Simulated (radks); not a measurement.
Dipole-allowed excitations along the series with 29 electrons in [Ar] 3d10 4s1. Method: non-relativistic Kohn-Sham, LB94 model potential, spin-polarised, spherical densities, point nucleus; open shells are filled with parallel spins first (spin-orbit coupling, left out, can overturn this in heavy ions); computed with a radial shooting solver on a logarithmic mesh with Libxc functionals. Time-dependent linear response with the Hartree and adiabatic LDA kernel, continuum included through the Sternheimer equations. Lines are the poles of the dipole polarisability below minus the highest occupied eigenvalue, found on a grid refined at the orbital gaps; the lowest seven at most are given, and weak or close lines can be missed. The first line takes the name of the lowest orbital gap if no other gap lies below it; otherwise a line is named after a gap within 0.6 % of it, if that gap stands alone.

Sb22+: -e(HOMO) (eV) 683.29; lowest orbital gap (eV) 4s-4p 43.206; first line (eV) 46.064 (4s-4p); f 0.484; static alpha (bohr^3) 0.1881
Te23+: -e(HOMO) (eV) 734.14; lowest orbital gap (eV) 4s-4p 44.908; first line (eV) 47.869 (4s-4p); f 0.474; static alpha (bohr^3) 0.1703
I24+: -e(HOMO) (eV) 786.71; lowest orbital gap (eV) 4s-4p 46.610; first line (eV) 49.672 (4s-4p); f 0.464; static alpha (bohr^3) 0.1546
Xe25+: -e(HOMO) (eV) 841.00; lowest orbital gap (eV) 4s-4p 48.312; first line (eV) 51.475 (4s-4p); f 0.455; static alpha (bohr^3) 0.1409
